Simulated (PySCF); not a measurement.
C₅H₁₅BN₂.
SMILES: `[BH3-][N+](C)(C)C/C=N/C`

A linear-response calculation (PySCF, def2-SVPD basis, gas phase, vertical, core orbitals frozen in the response) gave these numbers; the functional is withheld.

Orbital energies (eV): HOMO-3 -10.65, HOMO-2 -9.84, HOMO-1 -9.71, HOMO -9.39, LUMO 1.18, LUMO+1 2.10, LUMO+2 2.59.

| state | E (eV) | f | main configurations (H = HOMO, L = LUMO) |
| --- | --- | --- | --- |
| S1 | 5.02 | 0.0010 | H→L (71%), H-2→L (26%) |
| S2 | 6.91 | 0.035 | H-1→L (50%), H-2→L (32%), H→L (15%) |
| S3 | 7.20 | 0.0033 | H-1→L (47%), H-2→L (38%), H→L (12%) |
| S4 | 7.62 | 0.199 | H-3→L (53%), H→L+1 (20%), H→L+2 (10%) |
| S5 | 7.84 | 0.266 | H→L+1 (34%), H-3→L (33%), H→L+2 (13%) |
| S6 | 7.95 | 0.066 | H-1→L+1 (42%), H-2→L+1 (17%), H-1→L+3 (9%) |

Triplets, Tamm–Dancoff:

```tsv
state	E (eV)	λ (nm)	main configurations (H = HOMO, L = LUMO)
T1	4.27	290.7	H→L (67%), H-2→L (28%)
T2	4.90	253.0	H-3→L (85%)
T3	6.84	181.2	H-1→L (42%), H-2→L (34%), H→L (18%)
T4	7.15	173.4	H-1→L (53%), H-2→L (31%), H→L (10%)
```

Vertical ionisation energy by ΔSCF with the same functional: 9.60 eV. Mean static polarisability: 97.4 au.

Question: Name the functional.
A. HF
B. PBE
C. PBE0
D. wB97X-D

Answer: D. wB97X-D is range-separated, 22% exact exchange at short range and 100% at long range (ω = 0.2 bohr⁻¹). In this run −ε(HOMO) = 9.39 eV differs from the ΔSCF value by -0.21 eV, and S1 differs from the orbital gap of 10.57 eV by -5.55 eV. The ratio −ε(HOMO)/IP is 0.98. Small neutral molecules mostly give 0.89 to 0.99 with wB97X-D, 0.5 to 0.7 with PBE, 0.7 to 0.83 with PBE0; Hartree–Fock can't fall below 1, since the ion's relaxation only lowers the ΔSCF value.

Computed, not measured: PySCF, TDDFT wB97X-D/def2-SVPD, vertical, gas phase, core orbitals frozen in the response. Geometry: PBE0-D3(BJ)/def2-SVP, one conformer, isolated molecule.

Shape of the structure used: `[BH3-:1][N+:2]([CH3:3])([CH3:4])[CH2:5]/[CH:6]=[N:7]/[CH3:8]`: B1–N2–C5–C6 -59°, N2–C5–C6–N7 -115°.
